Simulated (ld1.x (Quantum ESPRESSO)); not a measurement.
**Transferability test, TM semilocal potential for gold**

Au, norm-conserving Troullier–Martins (semilocal form), made with ld1.x (Quantum ESPRESSO) 7.5 (PBE, scalar-relativistic). Core [Kr] 4d10 4f14 5s2, reference 5p6 5d9.5 6s0 6p0 (charge +1.5). Waves: 5p (bound): rc 1.45 bohr; 5d (bound): rc 2.20 bohr; 6s (bound, empty): rc 1.95 bohr. Local part: the s channel. Core correction: none.

Energies are relative to the spin-unpolarised reference configuration 5p6 5d9.5 6s0 6p0; without spin polarisation the order of configurations can differ from experiment. The frozen-core shift is the all-electron ΔE with the core orbitals held at their reference shape minus the fully relaxed ΔE.

```json
{"valence configuration": "5p6 5d10 6s1 6p0", "charge": "0", "ΔE all-electron (eV)": "-18.512", "error AE − PS (meV)": "+5.1", "frozen-core shift (meV)": "-3.1"}
{"valence configuration": "5p6 5d10 6s0 6p0", "charge": "+1", "ΔE all-electron (eV)": "-9.103", "error AE − PS (meV)": "+0.4", "frozen-core shift (meV)": "+1.1"}
{"valence configuration": "5p6 5d9 6s0 6p0", "charge": "+2", "ΔE all-electron (eV)": "12.105", "error AE − PS (meV)": "-2.5", "frozen-core shift (meV)": "+1.1"}
{"valence configuration": "5p6 5d7 6s0 6p0", "charge": "+4", "ΔE all-electron (eV)": "93.694", "error AE − PS (meV)": "-26", "frozen-core shift (meV)": "+67"}
{"valence configuration": "5p6 5d9 6s2 6p0", "charge": "0", "ΔE all-electron (eV)": "-16.818", "error AE − PS (meV)": "-25", "frozen-core shift (meV)": "-7.6"}
```

What are ΔE and the potential's error for 5p6 5d8 6s0 6p0?

ΔE = 45.982 eV all-electron; the error (AE − PS) is -13 meV.

What are ΔE and the potential's error for 5p6 5d9 6s1 6p1?

ΔE = -11.015 eV all-electron; the error (AE − PS) is +109 meV.

Levels in the configuration 5p6 5d8 6s0 6p0:

```json
{"level": "5p", "all-electron (eV)": "-95.680", "pseudo (eV)": "-95.709"}
{"level": "5d", "all-electron (eV)": "-40.628", "pseudo (eV)": "-40.631"}
```

ld1.x printed “convergence not achieved” for 2 of the counted tests; their residual had stalled under 1e-8, short of the target of 1e-14. A variational frozen-core shift is positive and of second order in the change. This column holds negative values, so the frozen-core run of ld1.x carries numerical noise or an error of first order here, and the column gives no more than the rough size of the effect.
